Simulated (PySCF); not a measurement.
**Pd+: excitation energy**

Pd+ [Kr] 4d9 (2D) → Pd+ [Kr] 4d8 5s1 (4F), as a difference of total energies. All numbers are calculated (PySCF 2.14, a scalar-relativistic core potential, in def2-QZVPPD with the def2 core potential (28 electrons)). Correlated levels: valence: 4s2 4p6 frozen. The calculations carry no spin-orbit coupling.

```
           method  excitation energy (cm⁻¹)
              UHF                     18772
    MP2 (valence)                     27006
SCS-MP2 (valence)                     28016
   CCSD (valence)                     25121
CCSD(T) (valence)                     25640
```

Errors of the correlated levels include the incompleteness of this basis and the frozen core.

Task: Which method comes closest to the reference value, and which is furthest?

Result: The reference is 25762 cm⁻¹ (measured; NIST levels, between the centres of gravity of the two terms). Closest: CCSD(T) (valence) (error -122.81 cm⁻¹); furthest: UHF (error -6990.7 cm⁻¹).
